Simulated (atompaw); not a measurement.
## Which change was made? (Ni, PAW (atompaw))

atompaw 4.2.0.5 input, output lines left out:

```
Ni 28
LDA-PW scalarrelativistic loggrid 1500 logderivrange -12 5 426
4 4 3 0 0 0
4 0 0
4 1 0
3 2 8
0 0 0
c
c
v
v
c
v
v
v
2
1.75 1.40 1.45 1.55
n
n
y
0.8
n
custom rrkj gramschmidtortho sinc
bessel
1.00
1.15
0.80
1.15
1.75
1.75
```

Cutoffs, loose and tight: the cutoffs (Ry, on a coarse ladder) from which the occupation-weighted sum of valence levels, in a spherical-Bessel basis at the reference potential, stays within 10 and 1 mRy of its value at 400 Ry. They see the waves, projectors and local potential, not the compensation charge or the core.

The base gives: outcome: generated; cutoff, loose: 120 Ry; cutoff, tight: 230 Ry; bound ghosts: none.

(1) After one change the result is: outcome: generated; cutoff, loose: 100 Ry; cutoff, tight: 180 Ry; bound ghosts: none. Which change was it?
A. all radii scaled by about 1.16 (s 1.16, p 0.92, d 2.04 bohr); local potential bessel scheme, radius 1.68 bohr; augmentation sinc compensation charge, radius 1.62 bohr; PAW radius 2.04 bohr; waves and projectors: custom rrkj gramschmidtortho; core correction smooth core density matched at 1.80 bohr
B. all radii scaled by about 0.88 (s 0.88, p 0.70, d 1.56 bohr); local potential bessel scheme, radius 1.28 bohr; augmentation sinc compensation charge, radius 1.24 bohr; PAW radius 1.56 bohr; waves and projectors: custom rrkj gramschmidtortho; core correction smooth core density matched at 1.38 bohr
C. all radii scaled by about 1.28 (s 1.28, p 1.02, d 2.24 bohr); local potential bessel scheme, radius 1.86 bohr; augmentation sinc compensation charge, radius 1.78 bohr; PAW radius 2.24 bohr; waves and projectors: custom rrkj gramschmidtortho; core correction smooth core density matched at 1.98 bohr

Answers

(1) A. The others give: all radii scaled by about 1.28 (s 1.28, p 1.02, d 2.24 bohr); local potential bessel scheme, radius 1.86 bohr; augmentation sinc compensation charge, radius 1.78 bohr; PAW radius 2.24 bohr; waves and projectors: custom rrkj gramschmidtortho; core correction smooth core density matched at 1.98 bohr → outcome: generated; cutoff, loose: 80 Ry; cutoff, tight: 140 Ry; bound ghosts: none | all radii scaled by about 0.88 (s 0.88, p 0.70, d 1.56 bohr); local potential bessel scheme, radius 1.28 bohr; augmentation sinc compensation charge, radius 1.24 bohr; PAW radius 1.56 bohr; waves and projectors: custom rrkj gramschmidtortho; core correction smooth core density matched at 1.38 bohr → outcome: generated; cutoff, loose: 160 Ry; cutoff, tight: 300 Ry; bound ghosts: none.
